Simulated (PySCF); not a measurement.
PySCF input file for NbF2, SMILES [F][Nb][F] (connectivity only; charge and spin as stated), neutral, multiplicity 4, C-PCM-ωB97X/def2-SVP. Geometry: r2SCAN-D4/def2-TZVP. The geometry has at least one imaginary mode, so it is a saddle point at that level. The multiplicity is an assumed one; other spin states were not compared. The def2 effective core potentials stand for the cores of Nb; spin–orbit coupling is left out.

```python
import numpy as np
from pyscf import gto, scf, dft
from pyscf.solvent import pcm

mol = gto.M(
    atom='''
    Nb    0.00000000    0.00000000    0.00000000
    F     0.00000000    0.00000000   -1.88025313
    F     0.00000000    0.00000000    1.88025313
    ''',
    basis='def2-SVP',
    ecp={'Nb': 'def2-svp'},
    charge=0,
    spin=3,
    max_memory=1600,
    verbose=3,
)
mf = dft.UKS(mol, xc='wb97x').density_fit(auxbasis='def2-universal-jkfit')
mf.grids.level = 3
mf.conv_tol = 1e-9
mf.max_cycle = 100
mf.kernel()
fine, coarse = mf.grids, dft.Grids(mol).set(level=1).build(with_non0tab=True)
for _ in range(3):  # follow internal instabilities
    mf.grids = coarse
    mo, _, stable, _ = mf.stability(return_status=True, nroots=4)
    mf.grids = fine
    if stable:
        break
    mf.kernel(mf.make_rdm1(mo, mf.mo_occ))
res = {}
for name, eps in {'water': 78.355, 'chloroform': 4.7113, 'acetonitrile': 35.688}.items():
    s = mf.PCM()
    s.with_solvent.method, s.with_solvent.eps, s.with_solvent.lebedev_order = 'C-PCM', eps, 29
    s.kernel(mf.make_rdm1())
    res[name] = (s.e_tot, eps, s.dip_moment(), s.mo_energy, s.converged)
    print(f'{name}: electrostatic solvation free energy {(s.e_tot - mf.e_tot) * 627.509474:.3f} kcal/mol')
```

Program output:

```

WARN: HOMO -0.539839371528126 >= LUMO -0.567058756601026

converged SCF energy = -256.490867085241  <S^2> = 3.752125  2S+1 = 4.0010624
<class 'pyscf.df.df_jk.DFUKS'> wavefunction is stable in the internal stability analysis

WARN: PCM is an experimental feature. It is still in testing.
Features and APIs may be changed in the future.

converged SCF energy = -256.499497026172  <S^2> = 3.7519797  2S+1 = 4.0009897
Dipole moment(X, Y, Z, Debye): -0.00000,  0.00000, -0.00000
water: electrostatic solvation free energy -5.415 kcal/mol

WARN: PCM is an experimental feature. It is still in testing.
Features and APIs may be changed in the future.

converged SCF energy = -256.497623691136  <S^2> = 3.7520096  2S+1 = 4.0010047
Dipole moment(X, Y, Z, Debye): -0.00000, -0.00000, -0.00000
chloroform: electrostatic solvation free energy -4.240 kcal/mol

WARN: PCM is an experimental feature. It is still in testing.
Features and APIs may be changed in the future.

converged SCF energy = -256.499351229252  <S^2> = 3.751982  2S+1 = 4.0009909
Dipole moment(X, Y, Z, Debye): -0.00000,  0.00000,  0.00000
acetonitrile: electrostatic solvation free energy -5.324 kcal/mol
```

The run converged.
